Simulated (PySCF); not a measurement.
## What settings do to a single point of [Hg(H2O)2]2+

The sound run of [Hg(H2O)2]2+ (singlet) uses PySCF 2.14.0, RKS B3LYP, Hg def2-SVP with ECP60, O def2-SVP, H def2-SVP; non-relativistic Hamiltonian with scalar-relativistic core potentials where named; density fitting; no spin-orbit coupling, grid (50, 194), threshold 1e-8 Eh and 55 cycles, at the relaxed geometry:

```xyz
7

Hg    0.0000    0.0000    0.0000
O     0.0000    0.0000    2.0618
H     0.5726    0.5726    2.6205
H    -0.5726   -0.5726    2.6205
O     0.0000    0.0000   -2.0618
H     0.5726   -0.5726   -2.6205
H    -0.5726    0.5726   -2.6205
```

There Hg1 has a Mulliken charge of 1.21 e and the dipole about the centre of mass is 0.00 D. Each run below changes one thing and starts from free metal ions and neutral atoms unless it says otherwise; with 55 cycles, smearing, a level shift and second-order steps follow where DIIS fails, and their cycles count. Energy shifts count from the sound run.

```tsv
change	outcome	cycles	energy shift (eV)	largest force component (eV/Å)	charge on Hg1 (e)	dipole about the centre of mass (D)
O5 put 0.8 Å from Hg1, limit 77 cycles	converged	13	213.24	1024.60	1.97	1.46
threshold 0.0001	converged	6	0.0000	0.01	1.21	0.00
charge changed by +4, spin kept, limit 84 cycles	converged	12	–	5.65	2.32	0.00
grid (30, 86)	converged	8	0.0357	0.23	1.21	0.00
```

Task: How does the run with this change end: all coordinates × 1.05?

Result: outcome converged, cycles 8, energy shift (eV) 0.33, largest force component (eV/Å) 1.15, charge on Hg1 (e) 1.22, dipole about the centre of mass (D) 0.00.

Unsound on purpose, so not properties of the compound: O5 put 0.8 Å from Hg1, limit 77 cycles; charge changed by +4, spin kept, limit 84 cycles.

Forces carry noise of the integration grid, about 0.01 to 0.03 eV/Å.
